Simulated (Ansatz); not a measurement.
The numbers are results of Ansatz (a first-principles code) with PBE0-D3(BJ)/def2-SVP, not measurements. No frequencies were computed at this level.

Ansatz 0.2 input:
```yaml
crystal:
  periodic: [false, false, false]
  atoms:
    - { symbol: Al, position_ang: [0.039147, -0.283358, 0.121445] }
    - { symbol: C, position_ang: [0.242604, 0.276999, 2.036013] }
    - { symbol: H, position_ang: [-0.655058, 0.741484, 2.459242] }
    - { symbol: H, position_ang: [1.06489, 0.979926, 2.211305] }
    - { symbol: H, position_ang: [0.454542, -0.58374, 2.678309] }
    - { symbol: C, position_ang: [1.688449, -0.788588, -0.901077] }
    - { symbol: H, position_ang: [1.980871, -1.822333, -0.690932] }
    - { symbol: H, position_ang: [2.566108, -0.181802, -0.651897] }
    - { symbol: H, position_ang: [1.575596, -0.734244, -1.989792] }
    - { symbol: C, position_ang: [-1.713898, -1.064066, -0.46005] }
    - { symbol: H, position_ang: [-2.590958, -0.5004, -0.122364] }
    - { symbol: H, position_ang: [-1.846876, -2.07447, -0.060449] }
    - { symbol: H, position_ang: [-1.812841, -1.165932, -1.546543] }
    - { symbol: N, position_ang: [-0.225107, 1.641374, -0.704475] }
    - { symbol: H, position_ang: [0.607516, 2.203059, -0.562675] }
    - { symbol: H, position_ang: [-1.01026, 2.105851, -0.261011] }
    - { symbol: H, position_ang: [-0.406882, 1.57438, -1.700127] }
basis:
  gaussian: { orbitals: def2-svp }
hamiltonian:
  xc: pbe0
  dispersion: d3bj
relax:
  max_steps: 150
```

Output:

```
Functional definition: PBE0
1468 factors; integrals over basis functions are off by at most 5.9e-4 eV
mean field evaluation 1: about -11364.9081 eV, gradient 8.2e1 eV
mean field evaluation 2: about -11360.3740 eV, gradient 8.9e1 eV
mean field evaluation 4: about -11380.7128 eV, gradient 2.7e0 eV
mean field evaluation 8: about -11380.7471 eV, gradient 5.5e-2 eV
mean field evaluation 16: about -11380.7471 eV, gradient 1.9e-5 eV
mean field -11380.74707796 eV, -418.2347409676 hartree, gradient 1.9e-5 eV, S^2 0.000000; 0 other end points of the search recorded, 0 dependent functions left out
reference -11380.74710804 eV, -418.2347420730 hartree; 25, 25 occupied and 109, 109 virtual orbitals, 1468 factors
relax step   1: F+E_penalty+E_count = -11381.04185478 eV  Δ(F+E_penalty+E_count) = +0.000e0 eV  max|allowed force component| = 4.834e-1 eV/Å  Δτ_max = 0.0000 Å  (24 SCF iters, accepted)
these checks for a lower state are left out or cut short: starts, cluster_reference, orbital_swaps, neighbouring_geometries, increment
1468 factors; integrals over basis functions are off by at most 6.0e-4 eV
mean field -11380.78657190 eV, -418.2361923430 hartree, gradient 5.7e-5 eV, S^2 0.000000; 0 other end points of the search recorded, 0 dependent functions left out
reference -11380.78660182 eV, -418.2361934425 hartree; 25, 25 occupied and 109, 109 virtual orbitals, 1468 factors
relax step   2: F+E_penalty+E_count = -11381.08173835 eV  Δ(F+E_penalty+E_count) = -3.988e-2 eV  max|allowed force component| = 3.085e-1 eV/Å  Δτ_max = 0.0554 Å  (23 SCF iters, accepted)
these checks for a lower state are left out or cut short: starts, cluster_reference, orbital_swaps, neighbouring_geometries, increment
1468 factors; integrals over basis functions are off by at most 6.1e-4 eV
mean field -11380.79143960 eV, -418.2363712276 hartree, gradient 5.4e-5 eV, S^2 0.000000; 0 other end points of the search recorded, 0 dependent functions left out
reference -11380.79146948 eV, -418.2363723259 hartree; 25, 25 occupied and 109, 109 virtual orbitals, 1468 factors
relax step   3: F+E_penalty+E_count = -11381.08766141 eV  Δ(F+E_penalty+E_count) = -5.923e-3 eV  max|allowed force component| = 1.197e-1 eV/Å  Δτ_max = 0.0264 Å  (24 SCF iters, accepted)
these checks for a lower state are left out or cut short: starts, cluster_reference, orbital_swaps, neighbouring_geometries, increment
1468 factors; integrals over basis functions are off by at most 6.0e-4 eV
mean field -11380.79180072 eV, -418.2363844987 hartree, gradient 5.5e-5 eV, S^2 0.000000; 0 other end points of the search recorded, 0 dependent functions left out
reference -11380.79183061 eV, -418.2363855973 hartree; 25, 25 occupied and 109, 109 virtual orbitals, 1468 factors
relax step   4: F+E_penalty+E_count = -11381.08798458 eV  Δ(F+E_penalty+E_count) = -3.232e-4 eV  max|allowed force component| = 8.796e-2 eV/Å  Δτ_max = 0.0178 Å  (23 SCF iters, accepted)
these checks for a lower state are left out or cut short: starts, cluster_reference, orbital_swaps, neighbouring_geometries, increment
1468 factors; integrals over basis functions are off by at most 6.1e-4 eV
mean field evaluation 32: about -11380.7752 eV, gradient 5.4e-1 eV
mean field -11380.79280011 eV, -418.2364212254 hartree, gradient 7.9e-6 eV, S^2 0.000000; 0 other end points of the search recorded, 0 dependent functions left out
reference -11380.79283001 eV, -418.2364223243 hartree; 25, 25 occupied and 109, 109 virtual orbitals, 1468 factors
relax step   5: F+E_penalty+E_count = -11381.08887937 eV  Δ(F+E_penalty+E_count) = -8.948e-4 eV  max|allowed force component| = 2.188e-2 eV/Å  Δτ_max = 0.0078 Å  (21 SCF iters, accepted)
these checks for a lower state are left out or cut short: starts, cluster_reference, orbital_swaps, neighbouring_geometries, increment
1468 factors; integrals over basis functions are off by at most 6.1e-4 eV
mean field -11380.79302191 eV, -418.2364293765 hartree, gradient 1.8e-5 eV, S^2 0.000000; 0 other end points of the search recorded, 0 dependent functions left out
reference -11380.79305181 eV, -418.2364304754 hartree; 25, 25 occupied and 109, 109 virtual orbitals, 1468 factors
relax step   6: F+E_penalty+E_count = -11381.08902395 eV  Δ(F+E_penalty+E_count) = -1.446e-4 eV  max|allowed force component| = 1.751e-3 eV/Å  Δτ_max = 0.0106 Å  (20 SCF iters, accepted)
these checks for a lower state are left out or cut short: starts, cluster_reference, orbital_swaps, neighbouring_geometries, increment
1468 factors; integrals over basis functions are off by at most 6.1e-4 eV
mean field -11380.79315219 eV, -418.2364341643 hartree, gradient 5.5e-5 eV, S^2 0.000000; 0 other end points of the search recorded, 0 dependent functions left out
reference -11380.79318209 eV, -418.2364352631 hartree; 25, 25 occupied and 109, 109 virtual orbitals, 1468 factors
relax step   7: F+E_penalty+E_count = -11381.08910154 eV  Δ(F+E_penalty+E_count) = -7.759e-5 eV  max|allowed force component| = 4.076e-3 eV/Å  Δτ_max = 0.0154 Å  (23 SCF iters, accepted)
1468 factors; integrals over basis functions are off by at most 6.1e-4 eV
mean field evaluation 64: about -11380.7932 eV, gradient 2.1e-5 eV
mean field -11380.79315219 eV, -418.2364341643 hartree, gradient 5.5e-5 eV, S^2 0.000000; 1 other end points of the search recorded, 0 dependent functions left out
reference -11380.79318209 eV, -418.2364352631 hartree; 25, 25 occupied and 109, 109 virtual orbitals, 1468 factors
Total energy: -11381.08913144 eV, -418.2473112012 hartree
Atom 0 at     0.030749    -0.225641     0.096609 Å, force    -0.000049    -0.000366     0.000059 eV/Å
Atom 1 at     0.239699     0.252659     2.011757 Å, force     0.001065    -0.001378     0.000574 eV/Å
Atom 2 at    -0.649224     0.751534     2.437773 Å, force    -0.000214     0.000492    -0.000237 eV/Å
Atom 3 at     1.108401     0.906638     2.207470 Å, force    -0.000059     0.000034    -0.000597 eV/Å
Atom 4 at     0.399869    -0.654159     2.621776 Å, force    -0.000663     0.001418     0.000214 eV/Å
Atom 5 at     1.663797    -0.795574    -0.877287 Å, force     0.000520    -0.002281    -0.000431 eV/Å
Atom 6 at     1.958580    -1.816146    -0.574451 Å, force     0.000599     0.002528    -0.000780 eV/Å
Atom 7 at     2.540230    -0.154106    -0.674793 Å, force    -0.000670    -0.000223    -0.000477 eV/Å
Atom 8 at     1.529733    -0.831768    -1.973391 Å, force    -0.000265     0.000360     0.001462 eV/Å
Atom 9 at    -1.684963    -1.064433    -0.444549 Å, force    -0.001099    -0.001793     0.001218 eV/Å
Atom 10 at    -2.572178    -0.553701    -0.028947 Å, force     0.001307    -0.000258    -0.000420 eV/Å
Atom 11 at    -1.737669    -2.106366    -0.081532 Å, force    -0.000609     0.001982    -0.001880 eV/Å
Atom 12 at    -1.819895    -1.117683    -1.539801 Å, force    -0.000007     0.000444     0.000817 eV/Å
Atom 13 at    -0.227749     1.678446    -0.721890 Å, force     0.000096    -0.000453     0.000071 eV/Å
Atom 14 at     0.587101     2.269961    -0.553994 Å, force    -0.004076    -0.001123    -0.000946 eV/Å
Atom 15 at    -1.037657     2.150839    -0.318216 Å, force     0.003216    -0.000960    -0.002696 eV/Å
Atom 16 at    -0.370983     1.633642    -1.731613 Å, force     0.000908     0.001578     0.004046 eV/Å
Dipole moment:    -0.131185     0.966466    -0.415458 e Å
```

Cost: around 50 core-seconds (rough).
